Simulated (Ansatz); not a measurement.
[SiMe3]- (C₃H₉Si⁻). Total charge -1; singlet. Geometry PBE0-D4/def2-SVPD.

```xyz
13

Si   -0.802   -0.042   -0.674
C     0.716    1.149   -1.021
H     1.207    0.903   -1.979
H     1.486    1.085   -0.224
H     0.392    2.202   -1.088
C     0.245   -1.653   -0.286
H     1.058   -1.456    0.444
H     0.711   -2.059   -1.201
H    -0.390   -2.454    0.132
C    -1.105    0.497    1.186
H    -1.817   -0.181    1.689
H    -1.534    1.513    1.245
H    -0.166    0.495    1.778
```

B3LYP takes the VWN-RPA correlation. At PBE-D4/def2-SVPD, B97M-V/def2-TZVPD, B3LYP-D4/def2-TZVPD, PBE0-D4/def2-SVPD the highest occupied level of the charge -1 singlet lies above zero (up to 1.28 eV). By energy differences its removal costs 1.33 eV (vertical, to the charge 0 doublet, at PBE0-D4/def2-TZVPD).

(1) Estimate the orbital energies around the gap (eV) in Ansatz with PBE-D4/def2-SVPD, B97M-V/def2-TZVPD, B3LYP-D4/def2-TZVPD, PBE0-D4/def2-SVPD, ωB97M-V/def2-TZVPD.

Results:

(1) 
```tsv
orbital	PBE-D4/def2-SVPD	B97M-V/def2-TZVPD	B3LYP-D4/def2-TZVPD	PBE0-D4/def2-SVPD	ωB97M-V/def2-TZVPD
HOMO−5	-4.36	-4.91	-5.65	-5.82	-8.24
HOMO−4	-4.36	-4.91	-5.65	-5.82	-8.24
HOMO−3	-4.22	-4.78	-5.52	-5.68	-8.08
HOMO−2	-1.63	-2.07	-2.71	-2.84	-5.11
HOMO−1	-1.63	-2.07	-2.71	-2.84	-5.11
HOMO	1.28	0.89	0.43	0.47	-1.61
LUMO	4.01	3.47	3.83	4.66	4.91
LUMO+1	4.39	3.69	4.02	5.03	4.95
LUMO+2	4.39	3.69	4.03	5.03	4.95
LUMO+3	5.07	4.05	4.45	5.69	5.40
LUMO+4	5.90	5.04	5.40	6.66	6.60
LUMO+5	6.00	5.18	5.50	6.75	6.63
```
